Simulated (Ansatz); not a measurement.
`F[SiH2]BC[SiH3]` from Hartree–Fock to CCSD(T)

```csv
atom,x (Å),y (Å),z (Å)
F1,2.565,-1.866,-1.160
Si2,1.951,-0.410,-0.859
B3,-0.058,-0.368,-0.943
C4,-0.837,0.779,-0.294
Si5,-1.358,0.094,1.405
H6,2.505,0.525,-1.882
H7,2.471,0.017,0.471
H8,-0.666,-1.260,-1.465
H9,-0.279,1.694,-0.073
H10,-1.793,1.021,-0.771
H11,-0.188,-0.442,2.147
H12,-2.359,-0.989,1.235
H13,-1.956,1.204,2.189
```

Total charge 0; spin multiplicity 1. The structure was optimised at the PBE0-D4/def2-TZVP level. It is one conformer, not always the lowest. Frozen core, restricted reference, Ansatz. CBS rows extrapolate triple and quadruple zeta; past MP2 they add the triple-zeta difference.

| basis | HF (Eh) | MP2 corr. | CCSD corr. | (T) | CCSD(T) total |
| --- | --- | --- | --- | --- | --- |
| def2-TZVPP | -744.65130 | -0.77478 | -0.83704 | ? | ? |
| def2-QZVPP | -744.67756 | ? | – | – | – |
| CBS(def2) | ? | ? | -0.94197 | as TZ | ? |

(1) Fill in the withheld values. (Estimate.)

Answers

(1) The calculation gave: def2-TZVPP (T): -0.02823; def2-TZVPP CCSD(T) total: -745.51657; def2-QZVPP MP2 corr.: -0.83506; CBS(def2) HF (Eh): -744.68117; CBS(def2) MP2 corr.: -0.87971; CBS(def2) CCSD(T) total: -745.65137.
